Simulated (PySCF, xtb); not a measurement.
C4H6O. Atoms are numbered in the order given.

```xyz
11

O      0.6260     1.6615     0.0000
C     -0.4743     1.1586     0.0000
C     -0.7203    -0.3065     0.0000
C      0.2821    -1.1832     0.7426
C      0.2821    -1.1832    -0.7426
H     -1.3957     1.7972     0.0000
H     -1.7695    -0.6136     0.0000
H     -0.1182    -2.0494     1.2754
H      1.0883    -0.6457     1.2489
H     -0.1182    -2.0494    -1.2754
H      1.0883    -0.6457    -1.2489
```

Geometry optimised at B3LYP-D3(BJ)/def2-SVP. One conformer was computed; it need not be the lowest.

Level of theory: IEF-PCM-M06-2X/def2-SVP in PySCF.

The values are the electrostatic part of the solvation free energy, E(continuum) − E(gas) at the gas-phase geometry, in a cavity of scaled van der Waals radii (PySCF's table); cavitation and dispersion terms are not included. In vacuum the orbital gap is 9.40 eV. The dipole moment in vacuum is 2.71 D.

```tsv
solvent	ε	ΔG(elec) (kcal/mol)	dipole (D)	gap (eV)
water	78.36	-4.4	3.48	9.45
2-propanol	19.26	-4.1	3.42	9.44
ethylethanoate	5.99	-3.4	3.28	9.44
```

For comparison, GFN2-xTB/ALPB(water) (xtb, at the GFN2-xTB geometry, all terms of that model) gives -2.5 kcal/mol.
